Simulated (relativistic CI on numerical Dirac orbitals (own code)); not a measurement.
Method of calculation: Dirac-Coulomb-Breit CI, orbitals from a KLI potential per configuration, model QED (radiative potential, 1s self-energy scaled to tabulated hydrogen-like ionisation energies), unscaled Slater integrals (own radial code, finite nucleus).

The strongest absorption lines from the ground level of an ion, among the configurations computed and to levels below about 1620 eV (vacuum wavelength in nm, gf): 2.7559 (0.89), 2.7952 (0.71), 2.8088 (0.43), 3.0627 (0.48), 4.0545 (0.32), 4.0938 (0.15), 4.1321 (0.96), 4.2382 (0.48).

**Question.** Which ion is it?
A. Tb XLV
B. Tb XLIX
C. Tm LI
D. Tb XLVII

**Answer.** D. Tb XLVII has 19 electrons and the ground level 3s2 3p6 3d 2D_3/2; the strongest line goes to 3s2 3p5 3d2 2F°_5/2. The pattern of lines fixes the number of electrons, and along that sequence the line energies rise steadily with the charge (about as its square where n changes within one kind of shell, about linearly where n is kept but much faster in heavy ions where fine structure, which grows about as Z⁴, sets the gap, and irregularly where shells cross), which fixes Z. Configurations outside the model, such as inner-shell arrays, can give stronger lines. At this charge energies of transitions that change n are usually good to better than 1 %, and those within a shell (Δn = 0) to a few per cent.

LS names give the leading component of a level, which can be under half, so a name can repeat, a term be missing and a line seem to break the LS rules.
